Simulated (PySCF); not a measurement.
## Polarisability and C₆ of Bi (bismuth, neutral)

[Xe] 4f14 5d10 6s1 6p3 7s1, high-spin 6S determinant (an excited configuration). All numbers are calculated (PySCF 2.14, scalar relativity through the core potential, in aug-cc-pVQZ-PP with one added diffuse shell each of s, p, d, f, g type with ECP60MDF (8s8p6d4f3g, 117 functions)). Coupled (time-dependent) response in atomic units; α is the mean over directions.

```tsv
method	mean α (bohr³)	C₆ (like pair)	S(−4)
MN15	556.6	13140	197400
```

S(−4) is the Cauchy moment in α(ω) = α(0) + S(−4) ω² + …

α(iu) at MN15:

```json
{"u (hartree)": "0", "α(iu) (bohr³)": "556.6"}
{"u (hartree)": "0.0500", "α(iu) (bohr³)": "301.5"}
{"u (hartree)": "0.100", "α(iu) (bohr³)": "138.0"}
{"u (hartree)": "0.200", "α(iu) (bohr³)": "54.55"}
{"u (hartree)": "0.300", "α(iu) (bohr³)": "32.45"}
{"u (hartree)": "0.500", "α(iu) (bohr³)": "16.96"}
{"u (hartree)": "0.750", "α(iu) (bohr³)": "9.975"}
{"u (hartree)": "1.00", "α(iu) (bohr³)": "6.814"}
{"u (hartree)": "1.50", "α(iu) (bohr³)": "3.976"}
{"u (hartree)": "2.00", "α(iu) (bohr³)": "2.688"}
{"u (hartree)": "3.00", "α(iu) (bohr³)": "1.492"}
{"u (hartree)": "5.00", "α(iu) (bohr³)": "0.6500"}
```

Energies and moments cover only the electrons outside the core potential. Spin-orbit coupling, which splits the p, d and f shells strongly at this Z, is absent. Spin-orbit coupling is strong in this species (close to jj coupling), so the high-spin LS determinant is a model state, not a physical level. The outer electron is Rydberg-like, and this basis confines it to a smaller radius and binds it less than a complete one would.
